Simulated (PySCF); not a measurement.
A GIAO shielding run with PySCF 2.14.0 with density-fitted response routines (density fitting, non-relativistic, gas phase) on `InChI=1S/C8H16BN/c1-4-5-8-6-7-9-10(8,2)3/h8H,6-7,9H2,1-3H3/t8-/m0/s1`:

```
$ OMP_NUM_THREADS=1 python probes_run.py task.json out

{"job": {"kind": "nmr", "xc": "WP04", "basis": "pcSseg-1", "pop": false}, "charge": 0, "multiplicity": 1}
C      4.090637    -1.148461     0.291804
C      2.656286    -1.381776     0.265519
C      1.460345    -1.582532     0.239514
C      0.027301    -1.848168     0.209767
C     -0.455619    -3.023769     1.070678
C     -1.972890    -2.830800     1.257599
B     -2.317956    -1.356113     0.648171
N     -0.811600    -0.674284     0.623836
C     -0.713922     0.427842    -0.338255
C     -0.451582    -0.193747     1.967413
H      4.332714    -0.244191     0.871520
H      4.491628    -1.011978    -0.724552
H      4.620616    -1.995201     0.754981
H     -0.280527    -2.040773    -0.831205
H      0.090722    -3.015374     2.027139
H     -0.174543    -3.963598     0.572090
H     -2.534521    -3.610479     0.721361
H     -2.237653    -2.941851     2.321376
H     -3.034124    -0.611326     1.307695
H     -2.649412    -1.388883    -0.535825
H     -0.967247     0.052554    -1.336903
H     -1.441784     1.201257    -0.061189
H      0.302714     0.851126    -0.342639
H     -1.100335     0.654553     2.214611
H      0.605207     0.112592     1.998081
H     -0.627476    -0.986734     2.702690
```

Hardware: 1 thread of an Arm Neoverse V1, shared host. The job also computes ring-centre shieldings.

**Question.** How large is the calculation?

**Answer.** 76 electrons, 250 basis functions and 1280 auxiliary functions.

**Question.** How long does it take, and how much memory does it need?

**Answer.** 69 s of wall time, with 16 SCF cycles and 4 response iterations; peak memory 1.2 GiB. Times on a shared host scatter by some tens of per cent.

**Question.** And these other runs on the same molecule and hardware: GIAO shielding at PBE0/pcSseg-1?

**Answer.** PBE0/pcSseg-1: 250 functions, 62 s.
